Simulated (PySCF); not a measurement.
**Functional dependence of a UV spectrum**

Species: C2H6O2Si.
InChI=1S/C2H6O2Si/c1-2-4-5-3-1/h1-2,5H2

Linear-response calculations in the def2-SVPD basis (PySCF; singlets by full response, triplets Tamm–Dancoff, core orbitals frozen in the response; HF means time-dependent Hartree–Fock). 'Strongest' is the level of largest summed f among the singlets computed (10 roots, of which the last may lack a degenerate partner); it can jump between rows when another state enters that window. S1 is the lowest singlet of each run and needn't be the same state throughout; f(S1) is that of one state. The structure is a single PBE0-D3(BJ)/def2-SVP conformer in the gas phase; no vibrational or solvent corrections.

```csv
functional,kind,S1 (eV),f(S1),strongest (eV),T1 (eV),HOMO (eV),gap (eV),"ionisation energy, ΔSCF (eV)"
LDA,LDA,5.90,0.003,7.25,5.75,-6.71,5.82,10.12
PBE,GGA,5.99,0.003,7.30,5.82,-6.60,5.92,9.83
B3LYP,"global hybrid, 20% exact exchange",6.85,0.003,7.99,6.52,-7.92,7.90,10.30
PBE0,"global hybrid, 25% exact exchange",6.96,0.003,8.22,6.56,-8.15,8.36,10.31
BHandHLYP,"global hybrid, 50% exact exchange",7.60,0.003,8.87,7.15,-9.67,10.71,10.70
CAM-B3LYP,range-separated hybrid,7.15,0.003,8.45,6.75,-9.62,10.78,10.56
wB97X-D,range-separated hybrid,7.24,0.003,8.62,6.92,-10.08,12.09,10.47
LC-wPBE,range-separated hybrid,7.46,0.002,8.97,6.93,-10.96,13.19,10.77
HF,Hartree–Fock,8.58,0.001,10.89,7.80,-12.00,14.49,not settled
```

S1 runs from 5.90 eV (LDA) to 8.58 eV (HF), a spread of 2.68 eV, while the orbital gap spreads over 8.7 eV. Along PBE (0%), B3LYP (20%), PBE0 (25%), BHandHLYP (50%), HF (100%) S1 rises with the share of exact exchange. −ε(HOMO) comes closest to its own ΔSCF ionisation energy with LC-wPBE (+0.19 eV) and misses most with LDA (-3.40 eV). 'Not settled' means that the ion's SCF failed to converge or may have ended in another state than the lowest.
